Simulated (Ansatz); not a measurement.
Mulliken charges of CH₅BFNS (`BNC(F)S`) from ωB97M-V/def2-TZVPP in Ansatz (PBE0-D4/def2-TZVP geometry).

| atom | x (Å) | y (Å) | z (Å) | charge (e) |
| --- | --- | --- | --- | --- |
| B1 | 0.059 | 1.284 | 1.062 | -0.192 |
| N2 | 0.265 | -0.065 | 0.787 | -0.139 |
| C3 | 0.024 | -0.791 | -0.409 | 0.131 |
| F4 | -1.021 | -1.675 | -0.201 | -0.204 |
| S5 | -0.342 | 0.306 | -1.795 | -0.112 |
| H6 | 0.301 | 1.670 | 2.166 | 0.057 |
| H7 | -0.336 | 2.013 | 0.205 | 0.077 |
| H8 | 0.591 | -0.670 | 1.527 | 0.128 |
| H9 | 0.884 | -1.415 | -0.665 | 0.137 |
| H10 | -0.343 | -0.709 | -2.673 | 0.116 |

Problem. By hand: the dipole of these point charges (1 e Å = 4.8032 D).

Solution. Σ q r = (0.350, -0.145, -0.191) e Å, of length 0.424 e Å = 2.04 D.

Problem. How does the dipole of the full density compare? (Best estimate.)

Solution. Computed: (0.346, -0.268, 0.003) e Å, 2.10 D; the point charges give 0.97 times that, at 31° from its direction.

Point charges leave out the atoms' own dipoles, such as those of lone pairs, and Mulliken's split depends on the basis, so the two needn't agree.
